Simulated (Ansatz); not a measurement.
Total energies of CH$_{5}$AlBNO, SMILES `N[BH][Al]1[CH2][O]1`.

```xyz
10

N     1.047    2.014    0.873
B     0.457    1.459   -0.251
Al   -0.293   -0.521   -0.323
C    -1.203   -2.181   -0.416
O     0.270   -2.144   -0.414
H     1.391    2.962    0.888
H     1.196    1.531    1.742
H     0.360    2.165   -1.217
H    -1.613   -2.691    0.457
H    -1.612   -2.595   -1.339
```

Charge 0, multiplicity 1. Geometry: relaxed with PBE0-D4/def2-TZVP. It is one conformer, not always the lowest. Basis def2-TZVPP, Ansatz.

RPA on PBE orbitals: Hartree–Fock energy of these orbitals -436.71639 Eh, correlation -1.29262 Eh (frozen core).

| functional | kind | energy without D4 (Eh) | D4 term (kJ/mol) |
| --- | --- | --- | --- |
| PBE | GGA | -438.08735 | -15.5 |
| revPBE | GGA | -438.35245 | -47.6 |
| r2SCAN | meta-GGA | -438.32547 | -3.8 |
| B97M-V | meta-GGA with VV10 | -438.38046 | – |
| r2SCANh | meta-GGA hybrid, 10 % | -438.31182 | -4.1 |
| r2SCAN0 | meta-GGA hybrid, 25 % | -438.29264 | -4.5 |
| HSE06 (plane-wave form) | screened hybrid | -438.10147 | -12.3 |
| BHLYP | global hybrid, 50 % | -438.35295 | -19.8 |
| LC-ωPBE | long-range corrected hybrid | -438.24695 | – |
| PBE-QIDH | double hybrid | -437.99646 | – |

**Question.** Give the same for LDA (SPW92), BLYP, PBE0, B3LYP, CAM-B3LYP, ωB97X-V, ωB97M-V, B2PLYP. (Best estimate.)

**Answer.** Ansatz gave: 
| functional | kind | energy without D4 (Eh) | D4 term (kJ/mol) |
| --- | --- | --- | --- |
| LDA (SPW92) | LDA | -435.76852 | – |
| BLYP | GGA | -438.41034 | -34.2 |
| PBE0 | global hybrid, 25 % exact exchange | -438.11772 | -13.1 |
| B3LYP | global hybrid, 20 % | -438.49446 | -25.1 |
| CAM-B3LYP | range-separated hybrid | -438.37877 | -13.4 |
| ωB97X-V | range-separated hybrid GGA with VV10 | -438.35853 | – |
| ωB97M-V | range-separated hybrid meta-GGA with VV10 | -438.36966 | – |
| B2PLYP | double hybrid | -438.19231 | – |

B3LYP takes the VWN-RPA correlation (the form of Gaussian; ORCA's B3LYP/G). HSE06 is the plane-wave form, built on full-range PBE exchange. The double hybrids freeze the cores in their second-order part.

LC-ωPBE has ω = 0.4 bohr⁻¹.
